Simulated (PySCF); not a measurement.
## Löwdin shares of the frontier orbitals

C₉H₉FOS.
Numbering: `[CH3:1][c:2]1[cH:3][cH:4][c:5]2[c:6]([c:7]1[F:8])[CH2:9][CH2:10][S@@:11]2=[O:12]` (hydrogens: H13, H14, H15 on C1; H16 on C3; H17 on C4; H18, H19 on C9; H20, H21 on C10)

Computed, not measured: PySCF 2.14.0, density-fitted response routines, TDDFT PBE0/def2-SVPD, vertical, gas phase, core orbitals frozen in the response. One conformer (not necessarily the lowest) at the PBE0-D3(BJ)/def2-SVP geometry, without solvent, vibrations or thermal averaging.

Frontier orbitals with the atoms that hold most of them (Löwdin shares over 4%, at most four atoms; ? is withheld):

```csv
orbital,ε (eV),atoms
HOMO-3,-8.06,"O12 49%, S11 10%, C5 9%, C10 7%"
HOMO-2,-7.61,"C6 18%, C3 18%, O12 14%, C5 11%"
HOMO-1,-7.45,"C7 17%, C4 16%, O12 15%, C5 13%"
HOMO,?,?
LUMO,-1.03,?
LUMO+1,-0.75,"C3 19%, C4 17%, C7 15%, C6 14%"
LUMO+2,0.18,"S11 26%, C9 10%, C7 8%, C10 8%"
```

Q: Give the leading atoms of the HOMO.

A: O12 (bonded to S) 44%; S11 (bonded to 2 C and O) 29%; C10 (bonded to C, S and 2 H) 7%; C5 (bonded to 2 C and S) 6%. By element: oxygen 44%, sulfur 29%, carbon 12% or more.

Q: Which atoms hold the LUMO, and with what shares?

A: C5 (bonded to 2 C and S) 19%; C2 (bonded to 3 C) 18%; C6 (bonded to 3 C) 12%; S11 (bonded to 2 C and O) 10%. By element: carbon 48% or more, sulfur 10%.

Q: What is the HOMO energy, and the HOMO–LUMO gap?

A: ε(HOMO) = -6.71 eV; the gap is 5.68 eV (0.2088 hartree).

Q: The HOMO–LUMO gap is 5.68 eV. Where does the response calculation put the lowest singlet, and from which orbitals?

A: S1 is at 4.54 eV (f = 0.040), 1.14 eV below the gap, made of HOMO→LUMO (92%). 

Q: Give energy, strength and leading configuration of S1 and S2, and follow the Löwdin shares of the leading atoms from the occupied to the empty orbital.

A: 
- S1 (4.54 eV, f 0.040), HOMO→LUMO (92%): O12 44% → at most 10%, S11 29% → 10%, C5 6% → 19%, C2 at most 6% → 18%
- S2 (4.89 eV, f 0.0008), HOMO→LUMO+1 (84%): O12 44% → at most 14%, S11 29% → at most 14%, C3 at most 6% → 19%, C4 at most 6% → 17%
